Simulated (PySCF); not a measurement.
## Trend along the alkaline earths: MGa cations

PBE0 with double-zeta basis sets in PySCF, for the lowest determinant that a PBE0 search found; no spin–orbit coupling. De refers to high-spin ground-configuration atoms (the charge goes to the atom of lower measured ionisation energy or higher electron affinity, which is not always the lowest computed limit). A positive dipole points towards Ga; it is taken about the centre of mass and depends on that origin.

```csv
M,basis,charged atom,state (unpaired electrons),Re (Å),ωe (cm⁻¹),De (eV),μ (D)
Be,cc-pVDZ/cc-pVDZ-PP,Ga+,singlet (closed shell),2.825,234,0.72,-3.75
Mg,def2-SVP,Ga+,singlet (closed shell),3.125,154,1.04,-3.95
Ca,pcseg-1,Ga+,singlet (closed shell),3.479,126,1.58,-6.35
Sr,def2-SVP,Sr+,singlet (closed shell),3.621,101,1.30,-3.86
```

Problem. By what factor does the bond length vary along the series?

Solution. At PBE0 it runs from 2.825 Å (BeGa⁺) to 3.621 Å (SrGa⁺), a factor of 1.28.

The rows differ in basis set, which adds steps of its own.

Down a group the atoms grow and get heavier, so bonds lengthen and wavenumbers fall; this series shows no clear exception.

Closed-shell solutions of metal pairs were not tested for spin polarisation, which can lower them a little. For an ion De counts to the pair picked by the measured ionisation energies or electron affinities, which need not be the lowest pair at this level.
